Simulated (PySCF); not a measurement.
Ge(F)2(SH)2 (F2GeH2S2), SMILES [F][Ge]([F])([SH])[SH]. Atoms are numbered in the order given.

```xyz
7

F     -0.1457     1.3713    -1.3359
Ge     0.0000     0.0000    -0.2658
F      0.1457    -1.3713    -1.3359
S     -1.8774    -0.0147     0.9088
S      1.8774     0.0147     0.9088
H     -1.3829    -0.9808     1.7351
H      1.3829     0.9808     1.7351
```

Geometry: PBE-D3(BJ)/def2-SVP. This is a generated structure with no PubChem entry under its InChIKey; it may be hypothetical. The values are those of a single conformer.

Calculation: PBE-D3(BJ)/def2-SVP in PySCF.

Frequencies are harmonic and unscaled.

Problem. Estimate the vibrational spectrum. (The exact figures need the calculation; the answer reports its results.)

Solution. 
```tsv
mode	ν (cm⁻¹)	IR (km/mol)	moving atoms (share of kinetic energy)
1	102	0.1	S 58 %, H 17 %, F 16 %, Ge 9 %
2	125	26.5	H 88 %, S 9 %
3	148	1.4	F 74 %, S 22 %
4	164	2.2	F 37 %, Ge 30 %, S 24 %, H 9 %
5	200	28.0	H 44 %, F 27 %, S 18 %, Ge 10 %
6	216	29.5	F 59 %, S 25 %, Ge 15 %
7	250	1.0	F 50 %, H 40 %
8	378	9.9	S 77 %, Ge 16 %
9	432	69.3	S 53 %, Ge 42 %
10	693	80.5	F 82 %, Ge 18 %
11	707	58.5	F 61 %, H 22 %, Ge 15 %
12	728	2.9	H 93 %
13	736	21.6	H 69 %, F 15 %, Ge 11 %
14	2613	3.2	H 97 %
15	2614	1.3	H 97 %
```
